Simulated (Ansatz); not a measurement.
Basis-set extrapolation for BH$_{8}$NSi$_{2}$, SMILES `NB[SiH2][SiH3]` (PBE0-D4/def2-TZVP geometry, frozen core, Ansatz). Multiplicity 1, RHF reference.

|  | def2-TZVPP | def2-QZVPP |
| --- | --- | --- |
| HF | -661.737740 | -661.759493 |
| MP2 correlation | -0.572754 | -0.612737 |
| CCSD(T) correlation | -0.659462 | not run |

Energies in hartree. Use E(X) = E(∞) + A·exp(−7.88·√X) for Hartree–Fock and E(X) = E(∞) + B·X^(−2.97) for correlation, with X = 3 and 4, and add CCSD(T) minus MP2 of the smaller set to the MP2 limit.

Q: What is the CCSD(T) energy at the basis-set limit?

A: HF limit: -661.759493 + (-0.021753) × 0.13774 = -661.76249. MP2 limit: -0.612737 + (-0.039983) × 0.74074 = -0.64235. Higher-order term: -0.659462 − (-0.572754) = -0.08671. Total: -662.49155 hartree, 247.7 kJ/mol below CCSD(T)/def2-TZVPP.
